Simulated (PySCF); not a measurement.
C2H3O2, doublet, at a GFN2-xTB geometry; MN15/STO-3G in PySCF.

PySCF was given this input:
```python
from pyscf import gto, scf, dft

mol = gto.M(
    atom='''
C    -0.933878   -0.065412    0.013184
O    -0.952587   -1.261701    0.004908
O    -0.028036    0.834302    0.006372
C     1.384468    0.450471   -0.017018
H     1.943523    1.381171   -0.018539
H     1.612003   -0.142538    0.867617
H     1.585926   -0.129789   -0.916310
''',
    basis='sto-3g',
    charge=0,
    spin=1,
    verbose=4,
)

mf = dft.UKS(mol)
mf.xc = 'mn15'
mf.grids.radi_method = dft.radi.gauss_chebyshev
mf.kernel()
mf.analyze()
```

Output, abridged:

```
PySCF version 2.14.0

[INPUT] verbose = 4
[INPUT] num. atoms = 7
[INPUT] num. electrons = 31
[INPUT] charge = 0
[INPUT] spin (= nelec alpha-beta = 2S) = 1
[INPUT] symmetry False subgroup None
[INPUT] Mole.unit = angstrom
[INPUT] Symbol           X                Y                Z      unit          X                Y                Z       unit  Magmom
[...]
nuclear repulsion = 113.12157300383
number of shells = 15
number of NR pGTOs = 69
number of NR cGTOs = 23
basis = sto-3g
ecp = {}

******** <class 'pyscf.dft.uks.UKS'> ********
method = UKS
initial guess = minao
damping factor = 0
level_shift factor = 0
DIIS = <class 'pyscf.scf.diis.CDIIS'>
diis_start_cycle = 1
diis_space = 8
diis_damp = 0
SCF conv_tol = 1e-09
SCF conv_tol_grad = None
SCF max_cycles = 50
direct_scf = True
direct_scf_tol = 1e-13
number electrons alpha = 16  beta = 15
XC library pyscf.dft.libxc version 7.1.2
    S. Lehtola, C. Steigemann, M. J. T. Oliveira, and M. A. L. Marques,  SoftwareX 7, 1–5 (2018)
XC functionals = mn15
    H. S. Yu, X. He, S. L. Li, and D. G. Truhlar,  Chem. Sci. 7, 5032–5051 (2016)
    H. S. Yu, X. He, S. L. Li, and D. G. Truhlar,  Chem. Sci. 7, 5032–5051 (2016)
radial grids: Gauss-Chebyshev [JCP 108, 3226 (1998); DOI:10.1063/1.475719) radial grids
becke partition: Becke, JCP 88, 2547 (1988); DOI:10.1063/1.454033
pruning grids: <function nwchem_prune>
grids dens level: 3
symmetrized grids: False
atomic radii adjust function: <function treutler_atomic_radii_adjust>
small_rho_cutoff = 0
Set gradient conv threshold to 3.16228e-05
tot grids = 83848
init E= -224.850744765788

cycle= 1 E= -224.01724830253  delta_E= 0.833  |g|= 0.46  |ddm|= 2.58
cycle= 2 E= -223.765071858053  delta_E= 0.252  |g|= 0.877  |ddm|= 1.37
cycle= 3 E= -224.148779920385  delta_E= -0.384  |g|= 0.151  |ddm|= 0.933
cycle= 4 E= -224.16093748053  delta_E= -0.0122  |g|= 0.0299  |ddm|= 0.197
cycle= 5 E= -224.161484604486  delta_E= -0.000547  |g|= 0.00366  |ddm|= 0.0464
cycle= 6 E= -224.161495828633  delta_E= -1.12e-05  |g|= 0.0014  |ddm|= 0.00782
cycle= 7 E= -224.161497743024  delta_E= -1.91e-06  |g|= 0.000227  |ddm|= 0.00303
cycle= 8 E= -224.161497874333  delta_E= -1.31e-07  |g|= 6.75e-05  |ddm|= 0.000988
cycle= 9 E= -224.161497883507  delta_E= -9.17e-09  |g|= 1.55e-05  |ddm|= 0.000254
cycle= 10 E= -224.161497884398  delta_E= -8.91e-10  |g|= 5.15e-06  |ddm|= 8.63e-05
Extra cycle  E= -224.161497884463  delta_E= -6.48e-11  |g|= 3.22e-06  |ddm|= 1.5e-05
converged SCF energy = -224.161497884463  <S^2> = 0.7516515  2S+1 = 2.0016508
**** SCF Summaries ****
Total Energy =                        -224.161497884462904
Nuclear Repulsion Energy =             113.121573003829852
One-electron Energy =                 -532.336779779156245
Two-electron Energy =                  195.053708890863476
Two-electron Coulomb Energy =          223.041495649541105
DFT Exchange-Correlation Energy =      -27.987786758677636
**** MO energy ****
                             alpha | beta                alpha | beta
[...]
To work with the spin densities directly, `use mulliken_meta_spin()` only printing them here.

 ** Mulliken spin pop alpha/beta on meta-lowdin orthogonal AOs **
 ** Mulliken Spin Density (per AO)  **
spin_pop of  0 C 1s        0.00003
spin_pop of  0 C 2s        0.19324
spin_pop of  0 C 2px       0.24336
spin_pop of  0 C 2py       0.11668
spin_pop of  0 C 2pz       0.02414
spin_pop of  1 O 1s       -0.00000
spin_pop of  1 O 2s       -0.00111
spin_pop of  1 O 2px       0.30566
spin_pop of  1 O 2py       0.02924
spin_pop of  1 O 2pz      -0.00937
spin_pop of  2 O 1s        0.00002
spin_pop of  2 O 2s        0.03906
spin_pop of  2 O 2px      -0.00335
spin_pop of  2 O 2py      -0.00731
spin_pop of  2 O 2pz      -0.01396
spin_pop of  3 C 1s        0.00001
spin_pop of  3 C 2s        0.01195
spin_pop of  3 C 2px       0.07120
spin_pop of  3 C 2py       0.00827
spin_pop of  3 C 2pz       0.00467
spin_pop of  4 H 1s       -0.00343
spin_pop of  5 H 1s       -0.00451
spin_pop of  6 H 1s       -0.00451
 ** Mulliken Spin Density (per atom)  **
spin density of  0 C =      0.57745
spin density of  1 O =      0.32443
spin density of  2 O =      0.01447
spin density of  3 C =      0.09610
spin density of  4 H =     -0.00343
spin density of  5 H =     -0.00451
spin density of  6 H =     -0.00451
 ** Mulliken pop alpha/beta on meta-lowdin orthogonal AOs **
 ** Mulliken pop       alpha | beta **
[...]
In total            16.00000 | 15.00000
 ** Mulliken atomic charges   ( Nelec_alpha | Nelec_beta ) **
charge of  0C =      0.02796  (     3.27475      2.69730 )
charge of  1O =     -0.10595  (     4.21519      3.89076 )
charge of  2O =     -0.06386  (     4.03916      4.02469 )
charge of  3C =     -0.04271  (     3.06940      2.97331 )
charge of  4H =      0.06633  (     0.46512      0.46855 )
charge of  5H =      0.05912  (     0.46819      0.47269 )
charge of  6H =      0.05912  (     0.46819      0.47270 )
Dipole moment(X, Y, Z, Debye):  2.23410,  0.56759, -0.02858
```
